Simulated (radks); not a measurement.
Values are calculated unless marked as measured or tabulated.
Task: The mean radii <r> (bohr) of the occupied orbitals of an atom or ion are listed with their occupations. Code: a radial shooting solver on a logarithmic mesh with Libxc functionals. Model: Dirac Kohn-Sham, LDA (Slater exchange, Perdew-Wang correlation), spin-unpolarised, spherical densities, point nucleus.

orbital  occ.      <r>
1s1/2       2  0.04556
2s1/2       2   0.2028
2p1/2       2   0.1748
2p3/2       4   0.1785
3s1/2       2   0.5993
3p1/2       2   0.6107
3p3/2       4   0.6214
3d3/2       4   0.6751
3d5/2       6   0.6799
4s1/2       2    1.871
4p1/2       2    2.281

Name the element and its charge. Open shells, if any, fill j = l - 1/2 first.

Result: Z = 33, arsenic, charge +1: As+ in [Ar] 3d10 4s2 4p2. The 1s radius gives Z: for a bare nucleus <r> = (2 gamma + 1)/(2Z) with gamma = sqrt(1 - (Z/c)^2), 0.04456 bohr for Z = 33, and screening makes it slightly larger (0.04556 here). The occupations add up to 32, and the charge is Z minus that.
